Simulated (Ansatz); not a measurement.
Ansatz (an electronic-structure program) input:

Ansatz 0.2 input:
```yaml
crystal:
  periodic: [false, false, false]
  atoms:
    - {symbol: Ce, position_ang: [0.13363989, -0.03828835, 0.14979796]}
    - {symbol: O, position_ang: [0.72296942, 0.37648830, -1.55943872]}
    - {symbol: O, position_ang: [-1.69185865, -0.09889775, 0.47340352]}
basis:
  gaussian:
    orbitals: def2-TZVP
hamiltonian:
  xc: b3lyp
  dispersion: d3bj
total_charge: -1
magnetization: {spin_polarized: true, initial_magnetization: 1}
phonons: {temperatures: {t_min: 298.15, t_max: 298.15, t_step: 100}}
```

**Question.** Which total energy does the run end on?

**Answer.** -625.77127 Eh (B3LYP-D3(BJ)/def2-TZVP). The basis has 155 functions.

The spin state was set by rule; other spins were not relaxed.
